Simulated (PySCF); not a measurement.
## Tl⁺ (thallium, charge +1) across methods

[Xe] 4f14 5d9 6s2 7s1, high-spin 3D determinant (an excited configuration). All numbers are calculated (PySCF 2.14, scalar relativity by spin-free X2C-1e, in aug-cc-pVTZ-DK3 (9s8p6d3f, 84 functions)).

```
method   E (hartree)  mean ε 6s α (eV)  mean ε 6s β (eV)  mean ε 7s α (eV)  Σ⟨r²⟩ (bohr²)   ⟨S²⟩
   LDA     -20234.44           -22.082           -21.684            -6.160          81.90  2.000
 B3LYP     -20247.09           -22.598           -22.197            -6.366          82.67  2.000
  MN15     -20260.57           -23.728           -23.166            -6.677          82.80  2.000
r2SCAN     -20246.80           -21.816           -21.515            -6.145          82.74  2.001
   PBE     -20246.86           -21.674           -21.223            -6.162          82.24  2.000
   UHF  -20240.79264           -24.812           -24.012            -7.180          87.06  2.001
  PBE0     -20246.56           -22.681           -22.162            -6.520          82.96  2.000
```

Spin-orbit coupling, absent here, splits the open shell strongly. The outer electron is Rydberg-like, and this basis confines it to a smaller radius and binds it less than a complete one would.
